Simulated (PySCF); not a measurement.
PySCF input (M06-2X/def2-TZVPD):

```python
from pyscf import gto, scf, dft

mol = gto.M(
    atom='''
    Sr    0.29501425   -0.11245517   -0.18468336
    F    -0.86562395    1.63285047   -0.84768634
    F    -0.37999178   -1.15803974    1.62746054
    ''',
    basis='def2-tzvpd',
    ecp='def2-tzvp',
    charge=-1,
    spin=1,
    verbose=4,
)

mf = dft.UKS(mol, xc='m062x').density_fit(auxbasis='def2-universal-jkfit')
mf.grids.level = 4
mf.conv_tol = 1e-9
mf.max_cycle = 100
mf.max_memory = 1500
mf.kernel()
if not mf.converged:
    mf = mf.newton()
    mf.kernel(mf.make_rdm1())
for _ in range(2):
    mo, _, stable, _ = mf.stability(return_status=True)
    if stable:
        break
    mf.kernel(mf.make_rdm1(mo, mf.mo_occ))
mf.analyze()
```

Output:

```
ECP def2-tzvp not found for  F
PySCF version 2.14.0

[INPUT] verbose = 4
[INPUT] num. atoms = 3
[INPUT] num. electrons = 29
[INPUT] charge = -1
[INPUT] spin (= nelec alpha-beta = 2S) = 1
[INPUT] symmetry False subgroup None
[INPUT] Mole.unit = angstrom
[INPUT] Symbol           X                Y                Z      unit          X                Y                Z       unit  Magmom
[INPUT]  1 Sr     0.295014250000  -0.112455170000  -0.184683360000 AA    0.557496135344  -0.212509472591  -0.349000970164 Bohr   0.0
[INPUT]  2 F     -0.865623950000   1.632850470000  -0.847686340000 AA   -1.635792192364   3.085640190667  -1.601895022135 Bohr   0.0
[INPUT]  3 F     -0.379991780000  -1.158039740000   1.627460540000 AA   -0.718080393786  -2.188377949963   3.075454699137 Bohr   0.0

nuclear repulsion = 54.7231255865256
number of shells = 41
number of NR pGTOs = 163
number of NR cGTOs = 113
basis = def2-tzvpd
ecp = def2-tzvp

******** <class 'pyscf.df.df_jk.DFUKS'> ********
method = DFUKS
initial guess = minao
damping factor = 0
level_shift factor = 0
DIIS = <class 'pyscf.scf.diis.CDIIS'>
diis_start_cycle = 1
diis_space = 8
diis_damp = 0
SCF conv_tol = 1e-09
SCF conv_tol_grad = None
SCF max_cycles = 100
direct_scf = False
number electrons alpha = 15  beta = 14
XC library pyscf.dft.libxc version 7.1.2
    S. Lehtola, C. Steigemann, M. J. T. Oliveira, and M. A. L. Marques,  SoftwareX 7, 1–5 (2018)
XC functionals = m062x
    Y. Zhao and D. G. Truhlar,  Theor. Chem. Acc. 120, 215 (2008)
    Y. Zhao and D. G. Truhlar,  Theor. Chem. Acc. 120, 215 (2008)
radial grids:
    Treutler-Ahlrichs [JCP 102, 346 (1995); DOI:10.1063/1.469408] (M4) radial grids

becke partition: Becke, JCP 88, 2547 (1988); DOI:10.1063/1.454033
pruning grids: <function nwchem_prune>
grids dens level: 4
symmetrized grids: False
atomic radii adjust function: <function treutler_atomic_radii_adjust>
small_rho_cutoff = 0
Set gradient conv threshold to 3.16228e-05
tot grids = 89800
******** <class 'pyscf.df.df.DF'> ********
auxbasis = def2-universal-jkfit
init E= -228.413122505572
  alpha nocc = 15  HOMO = -0.267729966286936  LUMO = -0.163474922811338
  beta  nocc = 14  HOMO = -0.694186736662348  LUMO = -0.267729966286907

WARN: HOMO -0.267729966286936 >= LUMO -0.267729966286907

[...]
  beta  nocc = 14  HOMO = -0.231426637098515  LUMO = 0.0810902847135395
  HOMO = 0.00202595634146  LUMO = 0.0810902847135  gap/eV = 2.15145
Extra cycle  E= -230.523012157446  delta_E= -1.4e-11  |g|= 3.15e-06  |ddm|= 1.1e-05
converged SCF energy = -230.523012157446  <S^2> = 0.75037942  2S+1 = 2.0003794
uhf_internal: lowest eigs of H = [0.12665781 0.14389897 0.14678257]
<class 'pyscf.df.df_jk.DFUKS'> wavefunction is stable in the internal stability analysis
**** SCF Summaries ****
Total Energy =                        -230.523012157446090
Nuclear Repulsion Energy =              54.723125586525555
One-electron Energy =                 -446.175266916745045
Two-electron Energy =                  160.929129172773401
Two-electron Coulomb Energy =          186.322320760600064
DFT Exchange-Correlation Energy =      -25.393191587826657
HOMO-LUMO gap [eV] =                     2.151449959744816
**** MO energy ****
                             alpha | beta                alpha | beta
MO #1   energy= -24.9509720609469  | -24.9505063263224  occ= 1 | 1
MO #2   energy= -24.9509663720493  | -24.9505015679032  occ= 1 | 1
MO #3   energy= -1.48626637311951  | -1.48425091455279  occ= 1 | 1
MO #4   energy= -1.01802867374649  | -1.01684276013904  occ= 1 | 1
MO #5   energy= -1.01099180995639  | -1.00973545421504  occ= 1 | 1
MO #6   energy= -0.757072436670044 | -0.757064940592227 occ= 1 | 1
MO #7   energy= -0.747446915726803 | -0.746922995482468 occ= 1 | 1
MO #8   energy= -0.734986685850108 | -0.734449018146202 occ= 1 | 1
MO #9   energy= -0.253651602945433 | -0.252452547181196 occ= 1 | 1
MO #10  energy= -0.244764740933721 | -0.243679062623027 occ= 1 | 1
MO #11  energy= -0.241230194993275 | -0.24018215521378  occ= 1 | 1
MO #12  energy= -0.238852544561991 | -0.237895702056384 occ= 1 | 1
MO #13  energy= -0.237985225093732 | -0.23686059564312  occ= 1 | 1
MO #14  energy= -0.23254366944784  | -0.231426637098515 occ= 1 | 1
MO #15  energy= 0.00202595634145553 | 0.0810902847135395 occ= 1 | 0
MO #16  energy= 0.11587194881497   | 0.136605773534709  occ= 0 | 0
MO #17  energy= 0.136539263213137  | 0.146546296664718  occ= 0 | 0
MO #18  energy= 0.139491073322461  | 0.148515237308319  occ= 0 | 0
MO #19  energy= 0.175035236633789  | 0.17267479381589   occ= 0 | 0
MO #20  energy= 0.186977699424993  | 0.181665911435965  occ= 0 | 0
MO #21  energy= 0.193387700962496  | 0.191617162233146  occ= 0 | 0
MO #22  energy= 0.193511309103248  | 0.197570217732521  occ= 0 | 0
MO #23  energy= 0.196416069375731  | 0.207385401384922  occ= 0 | 0
MO #24  energy= 0.21053649301186   | 0.269997169140581  occ= 0 | 0
MO #25  energy= 0.261735797790732  | 0.272298605799993  occ= 0 | 0
MO #26  energy= 0.26679410575263   | 0.279479329120723  occ= 0 | 0
MO #27  energy= 0.271132221284444  | 0.289502347328623  occ= 0 | 0
MO #28  energy= 0.277774306541493  | 0.30577600760221   occ= 0 | 0
MO #29  energy= 0.283556541780624  | 0.310252701959757  occ= 0 | 0
MO #30  energy= 0.292998149335726  | 0.317086991610138  occ= 0 | 0
MO #31  energy= 0.300134243052235  | 0.327161162753558  occ= 0 | 0
MO #32  energy= 0.304567265545683  | 0.35851195234483   occ= 0 | 0
MO #33  energy= 0.335813951813944  | 0.361852908239288  occ= 0 | 0
MO #34  energy= 0.343697540590475  | 0.367551099694281  occ= 0 | 0
MO #35  energy= 0.344047412169199  | 0.374370974968802  occ= 0 | 0
MO #36  energy= 0.353686758422185  | 0.375687474972457  occ= 0 | 0
MO #37  energy= 0.375158228120251  | 0.402620911015717  occ= 0 | 0
MO #38  energy= 0.392940549176143  | 0.450461196212893  occ= 0 | 0
MO #39  energy= 0.508434223936058  | 0.491686769965893  occ= 0 | 0
MO #40  energy= 0.527471174596093  | 0.511209647766652  occ= 0 | 0
MO #41  energy= 0.682523217754382  | 0.686492834205163  occ= 0 | 0
MO #42  energy= 0.689374777582597  | 0.687655219375545  occ= 0 | 0
MO #43  energy= 0.693747312218041  | 0.692708393315802  occ= 0 | 0
MO #44  energy= 0.696764360142467  | 0.70235567715111   occ= 0 | 0
MO #45  energy= 0.739289719150183  | 0.723360218853316  occ= 0 | 0
MO #46  energy= 0.740625232784811  | 0.731646113568998  occ= 0 | 0
MO #47  energy= 0.762947433776617  | 0.742456410476704  occ= 0 | 0
MO #48  energy= 0.763102539487422  | 0.747635891759435  occ= 0 | 0
MO #49  energy= 0.775466240117307  | 0.754637438423857  occ= 0 | 0
MO #50  energy= 0.807067816898028  | 0.806360106090701  occ= 0 | 0
MO #51  energy= 0.819880635564364  | 0.807890733913268  occ= 0 | 0
MO #52  energy= 0.8408104719494    | 0.839703677998767  occ= 0 | 0
MO #53  energy= 0.863953238478232  | 0.854788042579268  occ= 0 | 0
MO #54  energy= 0.889823676762289  | 0.883113329460076  occ= 0 | 0
MO #55  energy= 0.948874724973684  | 0.934916290554819  occ= 0 | 0
MO #56  energy= 0.985023081839244  | 0.980649985693582  occ= 0 | 0
MO #57  energy= 0.996264204950413  | 0.980979992625344  occ= 0 | 0
MO #58  energy= 1.00994919004825   | 0.997519808992537  occ= 0 | 0
MO #59  energy= 1.02396113231012   | 1.01462493497736   occ= 0 | 0
MO #60  energy= 1.06512108159558   | 1.05190520638061   occ= 0 | 0
MO #61  energy= 1.09665659455242   | 1.08763879665924   occ= 0 | 0
MO #62  energy= 1.11355890872463   | 1.10877972078326   occ= 0 | 0
MO #63  energy= 1.18959169946866   | 1.18887833743356   occ= 0 | 0
MO #64  energy= 1.33044807743595   | 1.32520547823335   occ= 0 | 0
MO #65  energy= 1.34428707012103   | 1.33727085795664   occ= 0 | 0
MO #66  energy= 1.64056128900452   | 1.6400566442939    occ= 0 | 0
MO #67  energy= 1.66357142238111   | 1.65861539068379   occ= 0 | 0
MO #68  energy= 2.53785119392368   | 2.53810673789857   occ= 0 | 0
MO #69  energy= 2.53835664662683   | 2.53827464069279   occ= 0 | 0
MO #70  energy= 2.5472970712655    | 2.54737482374519   occ= 0 | 0
MO #71  energy= 2.54809796383425   | 2.54776412909222   occ= 0 | 0
MO #72  energy= 2.58645048343622   | 2.58666522842389   occ= 0 | 0
MO #73  energy= 2.59094305046152   | 2.59034038994717   occ= 0 | 0
MO #74  energy= 2.59415830883401   | 2.59464749741728   occ= 0 | 0
MO #75  energy= 2.5997147325032    | 2.60002079591362   occ= 0 | 0
MO #76  energy= 2.61387483979239   | 2.61344838011116   occ= 0 | 0
MO #77  energy= 2.633177038962     | 2.63316819628745   occ= 0 | 0
MO #78  energy= 3.63313771889112   | 3.63314023074837   occ= 0 | 0
MO #79  energy= 3.65572965931943   | 3.65455046486185   occ= 0 | 0
MO #80  energy= 3.65956404773764   | 3.65885880245191   occ= 0 | 0
MO #81  energy= 3.72193215352901   | 3.72052384152985   occ= 0 | 0
MO #82  energy= 3.87293831402801   | 3.87234010668816   occ= 0 | 0
MO #83  energy= 3.89180696369681   | 3.88993215371395   occ= 0 | 0
MO #84  energy= 4.31680936893083   | 4.31456855630298   occ= 0 | 0
MO #85  energy= 4.31949409877424   | 4.31723632538982   occ= 0 | 0
MO #86  energy= 7.18705190521056   | 7.18709908698876   occ= 0 | 0
MO #87  energy= 7.18753789480633   | 7.18761134826368   occ= 0 | 0
MO #88  energy= 7.18930682939267   | 7.18939482059333   occ= 0 | 0
MO #89  energy= 7.19193588001216   | 7.19201308716986   occ= 0 | 0
MO #90  energy= 7.19246310454785   | 7.19253057556577   occ= 0 | 0
MO #91  energy= 7.19249150236083   | 7.19255583739566   occ= 0 | 0
MO #92  energy= 7.19270038609732   | 7.19276475701801   occ= 0 | 0
MO #93  energy= 7.19552165081571   | 7.19555470217609   occ= 0 | 0
MO #94  energy= 7.19859147017511   | 7.19867860223243   occ= 0 | 0
MO #95  energy= 7.19867620527458   | 7.19876103402547   occ= 0 | 0
MO #96  energy= 7.19877523385998   | 7.19886012285055   occ= 0 | 0
MO #97  energy= 7.19895098486747   | 7.1990400652165    occ= 0 | 0
MO #98  energy= 7.21558045059503   | 7.21566281156046   occ= 0 | 0
MO #99  energy= 7.22293619076998   | 7.22296095930051   occ= 0 | 0
MO #100 energy= 8.72477685456206   | 8.72530601406413   occ= 0 | 0
MO #101 energy= 8.72554888288077   | 8.72602489149764   occ= 0 | 0
MO #102 energy= 8.72980766008999   | 8.73023192667579   occ= 0 | 0
MO #103 energy= 8.73077292547688   | 8.73125378210523   occ= 0 | 0
MO #104 energy= 8.75875928498543   | 8.7593815571669    occ= 0 | 0
[...]
```
